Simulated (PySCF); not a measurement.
C4H9 (SMILES [CH2-]CCC), charge -1, singlet, geometry from GFN2-xTB; SA2-CASSCF(4,4)/6-31G (PySCF).

The PySCF input:
```python
from pyscf import gto, scf, mcscf
import numpy

mol = gto.Mole()
mol.atom = '''
    C     0.829510    1.915796   -0.015732
    C     0.742410    0.401183   -0.007432
    C    -0.678388   -0.249852    0.006200
    C    -0.659896   -1.778116    0.013801
    H    -1.670383   -2.200601    0.023291
    H     0.231848    2.281219    0.875870
    H     0.218913    2.272219   -0.902196
    H    -0.130482   -2.145303    0.893931
    H    -0.143316   -2.154232   -0.870177
    H     1.262612   -0.001503   -0.894548
    H     1.275493    0.007459    0.876054
    H    -1.229672    0.098869   -0.874319
    H    -1.216828    0.107805    0.891071
'''
mol.basis = '6-31g'
mol.charge = -1
mol.spin = 0
mol.verbose = 4
mol.build()

mf = scf.RHF(mol)
mf.kernel()
mc = mcscf.CASSCF(mf, 4, 4)
mc.fix_spin_(ss=0.0)
mc = mc.state_average_([0.5, 0.5])
mc.kernel()
```

It wrote (shortened):

```
PySCF version 2.14.0

[INPUT] verbose = 4
[INPUT] num. atoms = 13
[INPUT] num. electrons = 34
[INPUT] charge = -1
[INPUT] spin (= nelec alpha-beta = 2S) = 0
[INPUT] symmetry False subgroup None
[INPUT] Mole.unit = angstrom
[INPUT] Symbol           X                Y                Z      unit          X                Y                Z       unit  Magmom
[INPUT]  1 C      0.829510000000   1.915796000000  -0.015732000000 AA    1.567546717588   3.620329750537  -0.029729171392 Bohr   0.0
[INPUT]  2 C      0.742410000000   0.401183000000  -0.007432000000 AA    1.402951572138   0.758125995831  -0.014044444558 Bohr   0.0
[INPUT]  3 C     -0.678388000000  -0.249852000000   0.006200000000 AA   -1.281967526191  -0.472151851675   0.011716301972 Bohr   0.0
[INPUT]  4 C     -0.659896000000  -1.778116000000   0.013801000000 AA   -1.247022710696  -3.360152257707   0.026080110245 Bohr   0.0
[INPUT]  5 H     -1.670383000000  -2.200601000000   0.023291000000 AA   -3.156566393129  -4.158533199444   0.044013611167 Bohr   0.0
[INPUT]  6 H      0.231848000000   2.281219000000   0.875870000000 AA    0.438129222528   4.310879140154   1.655154420723 Bohr   0.0
[INPUT]  7 H      0.218913000000   2.272219000000  -0.902196000000 AA    0.413685615107   4.293871605033  -1.704903350678 Bohr   0.0
[INPUT]  8 H     -0.130482000000  -2.145303000000   0.893931000000 AA   -0.246575244185  -4.054035124208   1.689284764259 Bohr   0.0
[INPUT]  9 H     -0.143316000000  -2.154232000000  -0.870177000000 AA   -0.270827989268  -4.070908488774  -1.644396209896 Bohr   0.0
[INPUT] 10 H      1.262612000000  -0.001503000000  -0.894548000000 AA    2.385990881589  -0.002840258365  -1.690450725277 Bohr   0.0
[INPUT] 11 H      1.275493000000   0.007459000000   0.876054000000 AA    2.410332443800   0.014095467163   1.655502130330 Bohr   0.0
[INPUT] 12 H     -1.229672000000   0.098869000000  -0.874319000000 AA   -2.323743303046   0.186835332210  -1.652223455504 Bohr   0.0
[INPUT] 13 H     -1.216828000000   0.107805000000   0.891071000000 AA   -2.299471660702   0.203721924859   1.683880147542 Bohr   0.0

nuclear repulsion = 122.035741340089
number of shells = 38
number of NR pGTOs = 124
number of NR cGTOs = 54
basis = 6-31g
ecp = {}

******** <class 'pyscf.scf.hf.RHF'> ********
method = RHF
initial guess = minao
damping factor = 0
level_shift factor = 0
DIIS = <class 'pyscf.scf.diis.CDIIS'>
diis_start_cycle = 1
diis_space = 8
diis_damp = 0
SCF conv_tol = 1e-09
SCF conv_tol_grad = None
SCF max_cycles = 50
direct_scf = True
direct_scf_tol = 1e-13
Set gradient conv threshold to 3.16228e-05
Initial guess from minao.
init E= -156.914173092247
  HOMO = -0.148300332813065  LUMO = 0.161378329735602  gap/eV = 8.42679
cycle= 1 E= -156.450613117218  delta_E= 0.464  |g|= 0.408  |ddm|= 2.92
  HOMO = 0.0833539413556195  LUMO = 0.3689923293177  gap/eV = 7.77262
cycle= 2 E= -156.501999346135  delta_E= -0.0514  |g|= 0.165  |ddm|= 0.987
  HOMO = -0.00396893769335893  LUMO = 0.381040986709152  gap/eV = 10.47665
cycle= 3 E= -156.510334335122  delta_E= -0.00833  |g|= 0.0394  |ddm|= 0.327
  HOMO = -0.00162183854864084  LUMO = 0.38299328562088  gap/eV = 10.46591
cycle= 4 E= -156.511091814803  delta_E= -0.000757  |g|= 0.00811  |ddm|= 0.113
  HOMO = -0.00139380671214884  LUMO = 0.383382681911123  gap/eV = 10.47030
cycle= 5 E= -156.511144575298  delta_E= -5.28e-05  |g|= 0.00357  |ddm|= 0.0423
  HOMO = -0.00180669137547751  LUMO = 0.38306280814632  gap/eV = 10.47283
cycle= 6 E= -156.511157869745  delta_E= -1.33e-05  |g|= 0.000992  |ddm|= 0.0264
  HOMO = -0.00196291070346177  LUMO = 0.383162200140389  gap/eV = 10.47979
cycle= 7 E= -156.511159379177  delta_E= -1.51e-06  |g|= 0.000221  |ddm|= 0.0105
  HOMO = -0.0019578423029829  LUMO = 0.383149350736726  gap/eV = 10.47930
cycle= 8 E= -156.511159442745  delta_E= -6.36e-08  |g|= 7.41e-05  |ddm|= 0.00193
  HOMO = -0.00194955402384389  LUMO = 0.383150003173673  gap/eV = 10.47909
cycle= 9 E= -156.51115944682  delta_E= -4.07e-09  |g|= 1.98e-05  |ddm|= 0.000385
  HOMO = -0.00194868986181662  LUMO = 0.383149199914148  gap/eV = 10.47905
cycle= 10 E= -156.511159447215  delta_E= -3.95e-10  |g|= 3.02e-06  |ddm|= 0.00015
  HOMO = -0.00194895023447739  LUMO = 0.383149406754703  gap/eV = 10.47906
Extra cycle  E= -156.511159447223  delta_E= -7.62e-12  |g|= 1.35e-06  |ddm|= 1.3e-05
converged SCF energy = -156.511159447223

******** <class 'pyscf.mcscf.addons.StateAverageCASSCF'> ********
CAS (2e+2e, 4o), ncore = 15, nvir = 35
max_cycle_macro = 50
max_cycle_micro = 4
conv_tol = 1e-07
conv_tol_grad = None
orbital rotation max_stepsize = 0.02
orbital rotation threshold for CI restart = 0.01
augmented hessian ah_max_cycle = 30
augmented hessian ah_conv_tol = 1e-12
augmented hessian ah_linear dependence = 1e-14
augmented hessian ah_level shift = 1e-08
augmented hessian ah_start_tol = 2.5
augmented hessian ah_start_cycle = 3
augmented hessian ah_grad_trust_region = 3
kf_trust_region = 3
kf_interval = 4
ci_response_space = 4
ci_grad_trust_region = 3
with_dep4 0
natorb = False
canonicalization = True
sorting_mo_energy = False
ao2mo_level = 2
internal_rotation = False
******** <class 'pyscf.mcscf.addons.StateAverageSpinPenaltyFCISolver'> ********
max. cycles = 50
conv_tol = 1e-08
davidson only = True
linear dependence = 1e-12
level shift = 0.001
max iter space = 12
nroots = 2
pspace_size = 400
spin = None
State-average over 2 states with weights [0.5, 0.5]
CASCI E = -156.387054633525  S^2 = 0.0000000
Set conv_tol_grad to 0.000316228
macro iter   1 ( 21 JK    4 micro), CASSCF E = -156.404885362735  dE = -1.78307292e-02  S^2 = 0.0000000
               |grad[o]|=0.216  |ddm|=0.0101  |maxRot[o]|=0.312
macro iter   2 ( 21 JK    4 micro), CASSCF E = -156.413816282576  dE = -8.93091984e-03  S^2 = 0.0000000
               |grad[o]|=0.128  |ddm|=0.00919  |maxRot[o]|=0.261
macro iter   3 ( 21 JK    4 micro), CASSCF E = -156.418604463663  dE = -4.78818109e-03  S^2 = 0.0000000
               |grad[o]|=0.0475  |ddm|=0.00637  |maxRot[o]|=0.311
macro iter   4 ( 21 JK    4 micro), CASSCF E = -156.425246125266  dE = -6.64166160e-03  S^2 = 0.0000000
               |grad[o]|=0.033  |ddm|=0.0102  |maxRot[o]|=0.312
macro iter   5 ( 21 JK    4 micro), CASSCF E = -156.428655633794  dE = -3.40950853e-03  S^2 = 0.0000000
               |grad[o]|=0.0202  |ddm|=0.00535  |maxRot[o]|=0.313
macro iter   6 (  9 JK    2 micro), CASSCF E = -156.428809155162  dE = -1.53521368e-04  S^2 = 0.0000000
               |grad[o]|=0.00351  |ddm|=0.000594  |maxRot[o]|=0.0395
macro iter   7 ( 12 JK    3 micro), CASSCF E = -156.428821410475  dE = -1.22553130e-05  S^2 = 0.0000000
               |grad[o]|=0.00108  |ddm|=0.000297  |maxRot[o]|=0.0129
macro iter   8 (  6 JK    1 micro), CASSCF E = -156.428821426133  dE = -1.56582303e-08  S^2 = 0.0000000
               |grad[o]|=0.000104  |ddm|=0.000138  |maxRot[o]|=0.00369
1-step CASSCF converged in   8 macro (132 JK  26 micro) steps
CASSCF canonicalization
Density matrix diagonal elements [1.97975564 1.49771047 0.50093445 0.02159943]
CASSCF energy = -156.428821426133
CASCI E = -156.428821426133  E(CI) = -2.80730674532046  S^2 = 0.0000000
CASCI state-averaged energy = -156.428821426133
CASCI energy for each state
  State 0 weight 0.5  E = -156.513051248114 S^2 = 0.0000000
  State 1 weight 0.5  E = -156.344591604152 S^2 = 0.0000000
```
